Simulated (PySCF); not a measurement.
Interval between two levels of Fe³⁺ by level of theory

Fe³⁺ [Ar] 3d5 [6S5/2, M_J = 5/2] → Fe³⁺ [Ar] 3d4 4p1 [6F11/2, M_J = 11/2], as a difference of total energies. Calculation: PySCF 2.14, in x2c-TZVPall-2c with one added diffuse shell each of s, p, d type (7s8p5d1f, 63 functions); the two-component X2C-1e Hamiltonian. Correlated levels: [Ne] frozen. "Screened" scales the spin-orbit matrix elements by Boettger's factors to mimic the two-electron term; Breit and QED terms are absent.

```tsv
method	interval between two levels (cm⁻¹)
GHF (spin-free)	185050
GMP2 (spin-free)	188000
GHF (screened spin-orbit)	186100
GMP2 (screened spin-orbit)	189080
```

The labels give the starting determinants; with spin-orbit coupling the two ends relaxed to ⟨J²⟩ = 8.75, ⟨L²⟩ = 0.00, ⟨S²⟩ = 8.75 and ⟨J²⟩ = 35.75, ⟨L²⟩ = 12.01, ⟨S²⟩ = 8.75.
